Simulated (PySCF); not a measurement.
PbBr, SMILES [Br][Pb+] (connectivity only; charge and spin as stated), charge +1, multiplicity 1.

Geometry optimised at B3LYP-D3(BJ)/def2-TZVP. The multiplicity is an assumed one; other spin states were not compared. The def2 effective core potentials stand for the cores of Pb; spin–orbit coupling is left out.

Two levels are set side by side: PBE/def2-TZVPD (PySCF) and r2SCAN/def2-TZVPD (PySCF). Same geometry, gas phase. Differences are taken from unrounded values.

```
quantity                        PBE
---------------------------  ------
orbital gap (eV)               3.35
highest occupied level (eV)  -12.77
lowest empty level (eV)       -9.42
mean polarisability (bohr³)    51.5
```

Question: These are the PBE values. What does r2SCAN give? (An estimate is asked for; the answer gives what the named calculation found.)

Answer: 
```json
[
 {"quantity": "orbital gap (eV)", "r2SCAN": "3.77", "PBE minus r2SCAN": "-0.43"},
 {"quantity": "highest occupied level (eV)", "r2SCAN": "-13.02", "PBE minus r2SCAN": "0.24"},
 {"quantity": "lowest empty level (eV)", "r2SCAN": "-9.24", "PBE minus r2SCAN": "-0.18"},
 {"quantity": "mean polarisability (bohr³)", "r2SCAN": "50.6", "PBE minus r2SCAN": "1.0"}
]
```

Rough cost on one machine, each run with all the roots and properties that it gave: r2SCAN against PBE about 2 times.
